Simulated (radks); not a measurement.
The numbers below are computed, except where a source is named.
Tb+, configuration [Xe] 4f9 6s1. Code: a radial shooting solver on a logarithmic mesh with Libxc functionals. Model: Dirac Kohn-Sham, LDA (Slater exchange, Perdew-Wang correlation), spin-unpolarised, spherical densities, point nucleus; open shells fill j = l - 1/2 first. Some entries of the table are withheld. Estimate them.

orbital,occ.,eigenvalue (hartree),<r> (bohr),r(max) (bohr)
1s1/2,2,-1902.281,0.02152,0.01365
2s1/2,2,-315.4000,0.09101,(1)
2p1/2,2,-299.8358,(2),0.05860
2p3/2,4,-272.4300,(3),0.06453
3s1/2,2,-70.10460,0.2392,0.2202
3p1/2,2,-63.32511,0.2288,0.2074
3p3/2,4,-57.67002,0.2420,0.2199
3d3/2,4,-45.95358,0.2142,0.1742
3d5/2,6,-44.71858,0.2183,0.1778
4s1/2,2,-14.04755,0.5418,0.5052
4p1/2,2,-11.39293,0.5529,(4)
4p3/2,4,-10.12777,0.5835,(5)
4d3/2,4,-5.75012,0.6181,0.5420
4d5/2,6,-5.52173,0.6290,0.5508
5s1/2,2,-1.98412,1.327,1.181
5p1/2,2,-1.26860,(6),1.292
5p3/2,4,-1.10571,(7),1.375
4f5/2,6,(8),0.8943,0.5523
4f7/2,3,(9),0.9144,0.5577
6s1/2,1,-0.33067,3.718,3.257

Answer. 
(1) 2s1/2 r(max) (bohr): 0.07772
(2) 2p1/2 <r> (bohr): 0.07592
(3) 2p3/2 <r> (bohr): 0.08287
(4) 4p1/2 r(max) (bohr): 0.5088
(5) 4p3/2 r(max) (bohr): 0.5357
(6) 5p1/2 <r> (bohr): 1.499
(7) 5p3/2 <r> (bohr): 1.605
(8) 4f5/2 eigenvalue (hartree): -0.36616
(9) 4f7/2 eigenvalue (hartree): -0.33731
